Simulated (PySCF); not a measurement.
**Nuclear quadrupole coupling in `[BH3-][O+]1CCC[C@H]1CC`**

Species: C6H15BO.
SMILES with atom numbers: `[BH3-:1][O+:2]1[CH2:3][CH2:4][CH2:5][C@H:6]1[CH2:7][CH3:8]` (hydrogens: H9, H10, H11 on B1; H12, H13 on C3; H14, H15 on C4; H16, H17 on C5; H18 on C6; H19, H20 on C7; H21, H22, H23 on C8)

Structure used (PBE0-D3(BJ)/def2-SVP), in Å, numbered top down from 1:
```xyz
23
C6H15BO angstrom
B     -0.7422    2.1580    1.2508
O     -0.5932    0.9851    0.1382
C     -1.8398    0.5411   -0.4343
C     -1.6089   -0.9144   -0.7820
C     -0.6471   -1.3507    0.3194
C      0.2724   -0.1450    0.4661
C      1.4706   -0.1549   -0.4649
C      2.2975    1.1185   -0.4374
H     -1.3040    1.6065    2.1951
H      0.4007    2.5103    1.4866
H     -1.4253    3.0010    0.6900
H     -2.0670    1.1945   -1.2867
H     -2.6180    0.6678    0.3345
H     -1.1442   -1.0155   -1.7752
H     -2.5467   -1.4868   -0.7918
H     -1.1980   -1.5198    1.2572
H     -0.0908   -2.2677    0.0801
H      0.5896    0.0221    1.5051
H      1.1256   -0.3620   -1.4928
H      2.0910   -1.0190   -0.1706
H      3.1534    1.0422   -1.1242
H      2.6866    1.3217    0.5717
H      1.6936    1.9878   -0.7338
```

Field gradients from the PBE0/pcSseg-1 density (PySCF, non-relativistic), principal values in atomic units, ordered |Vxx| ≤ |Vyy| ≤ |Vzz|:

```csv
atom,Vxx,Vyy,Vzz
B1,-0.1679,-0.1890,0.3569
O2,0.4041,1.6115,-2.0156
```

Q: Find the asymmetry η = (Vxx − Vyy)/Vzz and the couplings χ = eQV/h (234.96 MHz × Q in barn × V in au), with Q(11B) = 0.04059 b, Q(17O) = −0.0256 b.

A: 
| atom | environment | nucleus | η | χzz (MHz) | χxx (MHz) | χyy (MHz) |
| --- | --- | --- | --- | --- | --- | --- |
| B1 | four-coordinate boron | 11B | 0.06 | 3.404 | -1.602 | -1.802 |
| O2 | oxygen bonded to B and 2 C | 17O | 0.60 | 12.12 | -2.43 | -9.69 |

Q: What is Vzz at B1 in SI units (1 au = 9.71736 × 10²¹ V/m²)?

A: 0.3569 au = 3.468 × 10²¹ V/m².

Were the hydrogens deuterons (Q(2H) = 0.00286 b), χzz would run from 127 kHz (H9) to 197 kHz (H21 and H15).

The structure is a single PBE0-D3(BJ)/def2-SVP conformer in the gas phase; no vibrational or solvent corrections. These gradients aren't converged with respect to the basis.
